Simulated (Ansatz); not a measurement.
Reaction (ligand exchange at the Si–N bond): `[SiH3][N]([SiH3])[GeH3]` + `[OH][Sc]([OH])[OH]` → `[OH][Sc]([OH])[O][SiH3]` + `[SiH3][NH][GeH3]`

Computed with Ansatz on PBE0-D4/def2-TZVP structures; ΔE is electronic, products minus reactants. CBS: MP2 limit from def2 TZ/QZ plus the TZ coupled-cluster correction, frozen cores. DFT in def2-TZVPP. For Ge, Sc outer-core shells are correlated without core-valence functions, which leaves a few kJ/mol of doubt a bond. Scalar relativity is left out up to krypton. One conformer a species, not always the lowest.

(1) Is it downhill or uphill in electronic energy at CCSD(T)/CBS, and by how much? (An estimate is asked.)

(2) What do these levels give: PBE-D4, BLYP-D4, B97M-V, r2SCANh-D4, r2SCAN0-D4, PBE, r2SCAN, PBE0, MP2/def2-SVP, CCSD(T)/def2-SVP, CCSD(T)/def2-TZVPP, MP2/CBS(def2)? (An estimate is asked.)

Largest T1 diagnostic among the species: 0.016.

Results:

(1) Computed: Downhill: ΔE = -55.1 kJ/mol.

(2) Computed: PBE-D4 -48.2, BLYP-D4 -52.6, B97M-V -61.6, r2SCANh-D4 -56.1, r2SCAN0-D4 -56.6, PBE -54.7, r2SCAN -57.3, PBE0 -56.9, MP2/def2-SVP -63.2, CCSD(T)/def2-SVP -63.3, CCSD(T)/def2-TZVPP -55.6, MP2/CBS(def2) -52.4 kJ/mol.

The D4 term adds +10.6 kJ/mol with B3LYP and +5.6 kJ/mol with PBE0; it sums over pairs of atoms, weighted by their polarisabilities, and B3LYP, whose exchange is more repulsive, gets the larger term. At CCSD(T), def2-SVP lies −8.2 kJ/mol from the extrapolated value and def2-TZVPP −0.5 kJ/mol. From BLYP to BHLYP (50 % exact exchange), in def2-TZVPP and without D4, ΔE moves by −3.2 kJ/mol.

B3LYP here is the variant with VWN-RPA as its local correlation; programs differ in this.
